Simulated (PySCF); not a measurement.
## Unknown compound

An unknown has the formula C$_{5}$H$_{6}$F$_{2}$O$_{3}$. Its calculated NMR data are:

$^{1}$H NMR (500 MHz, computed): δ 7.98 (m, 1H), 7.44 (m, 1H), 5.27 (m, 1H), 5.08 (m, 1H), 4.70 (s, 2H).

$^{13}$C{$^{1}$H} NMR (computed): δ 173.3 (C), 148.4 (CH), 123.8 (CH), 104.6 (CH2), 66.4 (CH2).

All values are calculated (PySCF): geometry from GFN2-xTB, shielding tensors at PBE0/pcSseg-1 (GIAO). Non-relativistic, one averaged value for each set of equivalent atoms, one computed conformer, in vacuum.

Chemical shifts δ = σref − σ; $^{1}$H, $^{13}$C vs TMS, all at this level.

Problem. Deduce the structure.

Solution. 
Rings plus π bonds: 2 (no ring in the answer). 5 carbon signals for 5 carbons: no two carbons are equivalent. Carbon types of the structure: 1 × C, 2 × CH, 2 × CH2, which accounts for all hydrogens. δC 173.3: ester carbonyl carbon; lone-pair donation from the attached heteroatom keeps it upfield of a ketone carbonyl. δC 148.4: alkene carbon bearing oxygen; an sp2 carbon further deshielded by the attached heteroatom. δC 123.8: sp3 CH bonded to 2 F and O; 3 electronegative neighbours deshield it. δC 104.6: β carbon of an enol-ether or enamine type C=C; the O or N lone pair pushes π density onto this β carbon and shields it. δC 66.4: sp3 CH2 bonded to O, α to a carbonyl; pulled downfield by the heteroatom. δH 5.27, 5.08: hydrogen on a β carbon of an enol-ether or enamine type C=C. δH 4.70: hydrogen on an sp3 CH2 bonded to O, α to a carbonyl; its carbon carries O, an electronegative neighbour.

The compound is `C=COC(=O)COC(F)F`.

The shifts were computed for this structure.

Splittings by $^{19}$F in the carbon and heteronuclear signals aren't shown, as no couplings were computed. Shifts are as computed. Against solution values, carbons near 30 ppm lie about +3 ppm off and those near 130 ppm about +5 ppm. Of 1309 compounds with measured shifts, 239 miss one by over three times the rms of a fit or turn the order of signals round; such compounds aren't used in these exercises. Multiplicities follow the n + 1 count of equivalent neighbours, as no J values were calculated; m marks all less simple cases, F and P coupling included.
